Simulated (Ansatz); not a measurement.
`C[SiH](C)[AlH][OH]` + H₂ → `C[SiH](C)[AlH2]` + H₂O at 600 K and 1 bar (hydrogenolysis of the Al–O bond).

Gas-phase electronic energies from Ansatz, PBE0-D4/def2-TZVP geometries. CCSD(T)/CBS is the MP2 limit (def2-TZVPP, def2-QZVPP) plus CCSD(T) − MP2 in def2-TZVPP, frozen cores. This one scheme is used for every species. One conformer a species, not always the lowest.

```
             species  CCSD(T)/CBS energy (Eh)  H − E (kJ/mol)  S (J/(mol·K))
`C[SiH](C)[AlH][OH]`               -687.86283           353.5          527.9
                  H₂                 -1.17544            43.9          150.8
   `C[SiH](C)[AlH2]`               -612.61135           324.5          484.1
                 H₂O                -76.37941            76.8          212.8
```

H − E and S are ideal-gas, rigid-rotor, harmonic terms from PBE0-D4/def2-TZVP, for one conformer and one mirror image of each species. For small species the MP2-based limit differs from directly extrapolated CCSD(T) by up to some mEh (0.8 for H₂); such offsets cancel only in part. 1 Eh = 2625.50 kJ/mol, R = 8.31446 J/(mol·K).

**Question.** By hand: ΔE, ΔH, ΔS and ΔG.

**Answer.** ΔE = (-612.61135) + (-76.37941) − (-687.86283) − (-1.17544) = 0.04751 Eh = 124.7 kJ/mol. Δ(H − E) = 324.5 + 76.8 − 353.5 − 43.9 = 3.9, so ΔH = 128.6 kJ/mol. ΔS = 484.1 + 212.8 − 527.9 − 150.8 = 18.2 J/(mol·K). ΔG = 128.6 − 600 × (18.2)/1000 = 117.7 kJ/mol.

**Question.** By hand: the equilibrium constant, and the temperature at which ΔG would vanish if ΔH and ΔS stayed fixed.

**Answer.** log₁₀ K = −ΔG/(RT ln 10) = -10.2. ΔG = 0 at ΔH/ΔS = 7066 K, far beyond where these terms or the molecules hold.

ΔH outweighs TΔS. A doubt of 5 kJ/mol in ΔE shifts log₁₀ K by 0.4 here. Other conformers and mirror images would add mixing entropy, several J/(mol·K) or more a flexible species. Modes under 60 cm⁻¹, often nearly free rotors, make the harmonic entropy too high. These are equilibria of isolated gas molecules and say nothing of rates. Largest T1 diagnostic: 0.012 (customary marks: 0.02 for closed shells, 0.045 for open ones).
